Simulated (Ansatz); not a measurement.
Total energies of the cluster SiTe2⁻ from Ansatz at r2SCAN-D4/def2-TZVPD, gas phase (1 Eh = 27.2114 eV = 2625.5 kJ/mol). The reference geometry is relaxed at r2SCAN-D4/def2-TZVPD.

```xyz
3

Si   -0.290    0.091    0.557
Te    1.881   -0.863    0.759
Te   -1.591    0.772   -1.316
```

```csv
state,geometry,energy (Eh)
charge -1 doublet,reference,-825.86437
charge 0 singlet,reference,-825.76344
charge -1 quartet,relaxed at r2SCAN-D4/def2-TZVPD,-825.80041
```

In the def2 sets Te takes a core potential; there is no spin–orbit coupling.

(1) Work out the vertical ionisation energy to the singlet.

(2) Which of the charge -1 states is lowest, and how far above it are the others?

(1) E(charge 0 singlet) − E(charge -1 doublet) = -825.76344 − (-825.86437) = 0.10093 Eh = 2.75 eV. For comparison, −ε of the highest occupied level of the spin that leaves is 0.53 eV at this level, 2.22 eV less.

(2) The doublet. quartet: -825.80041 − (-825.86437) = 0.06396 Eh = 167.9 kJ/mol.

At r2SCAN-D4/def2-TZVPD the highest occupied level of the charge -1 quartet lies above zero (up to 0.78 eV). The electron is either unbound and held by the finite basis, or the level is raised by self-interaction error.

The structure comes from a short search, and lower isomers may exist.
